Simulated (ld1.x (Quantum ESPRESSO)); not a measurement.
## silver (Ag): one change to an ultrasoft potential, before and after

ld1.x (Quantum ESPRESSO) 7.5 input, shortened:

```
&input
   title='Ag', zed=47., rel=1, dft='PW91', iswitch=3,
   config='[Kr] 4d10 4f-2 5s1 5p0'
 /
 &inputp
   pseudotype=3, tm=.true., lloc=-2, rcloc=3.10,
   nlcc=.true., new_core_ps=.true.,
   which_augfun='PSQ', rmatch_augfun_nc=.true.
 /
8
5S  1  0   1.00   0.00  2.45  2.80  0.0
5S  1  0   0.00   4.60  2.45  2.80  0.0
5P  2  1   0.00   0.00  2.75  3.45  0.0
5P  2  1   0.00   3.05  2.75  3.45  0.0
4D  3  2  10.00   0.00  1.50  1.95  0.0
4D  3  2   0.00   2.85  1.50  1.95  0.0
4F  4  3  -2.00   0.45  2.35  3.25  0.0
4F  4  3  -2.00   2.10  2.35  3.25  0.0
 &test
   configts(1)='4d10 5s1 5p0'
 /
```

All-electron outer shells of the reference configuration (PW91, scalar-relativistic, ld1.x):

| shell | level (eV) | outermost node (bohr) | outermost maximum (bohr) |
| --- | --- | --- | --- |
| 4s | -95.12 | 0.44 | 0.82 |
| 4p | -58.63 | 0.44 | 0.87 |
| 4d | -7.50 | 0.43 | 1.04 |
| 5s | -4.46 | 1.11 | 2.49 |
| 5p | -0.79 | 1.25 | 3.86 |

Change: waves 5s (bound): rcut 2.45, rcutus 3.12 bohr; 5s channel at 4.6 Ry: rcut 2.45, rcutus 3.12 bohr.

Cutoffs: the cutoffs (Ry, on a coarse ladder) from which the occupation-weighted sum of valence levels, in a spherical-Bessel basis at the reference potential, stays within 10 and 1 mRy of its value at 400 Ry; they do not see the model core or the augmentation charge, which bear on the density cutoff. Errors are all-electron minus pseudo energies relative to the spin-unpolarised reference configuration.

Task: What does the change do?

Result: The potential gets neither clearly harder nor softer (30 Ry and 50 Ry → 30 Ry and 50 Ry); of the 7 tests that both files solve, the error grows in 3 and shrinks in 1 by more than 15 % and 0.3 meV (median size 67.6 → 59.8 meV); neither file shows a bound ghost.

```tsv
quantity	base	changed
cutoff, loose	30 Ry	30 Ry
cutoff, tight	50 Ry	50 Ry
bound ghosts	none	none
error for 4d10 5s0 5p0, meV [ΔE 7.83 eV]	-19	-24
error for 4d9 5s0 5p0, meV [ΔE 30.02 eV]	-68	-60
error for 4d8 5s0 5p0, meV [ΔE 66.29 eV]	-275	-249
error for 4d9 5s2 5p0, meV [ΔE 4.07 eV]	-82	-78
error for 4d9 5s1 5p1, meV [ΔE 8.60 eV]	-89	-72
error for 4d10 5s0.5 5p0, meV [ΔE 3.05 eV]	-3.2	-3.9
error for 4d10 5s0 5p1, meV [ΔE 3.90 eV]	-3.1	-4.4
s: phases at 3.74 bohr within 0.05 rad from the reference energy up to (Ry; the scan ends near 5)	1.3	0.8
p: phases at 3.74 bohr within 0.05 rad from the reference energy up to (Ry; the scan ends near 5)	to the end of the scan	to the end of the scan
d: phases at 3.74 bohr within 0.05 rad from the reference energy up to (Ry; the scan ends near 5)	0.6	0.6
f: phases at 3.74 bohr within 0.05 rad from the reference energy up to (Ry; the scan ends near 5)	3.0	3.0
lowest overlap eigenvalue by channel	s 0.11, p 0.51, d 0.94, f 0.98	s 0.09, p 0.51, d 0.94, f 0.98
```
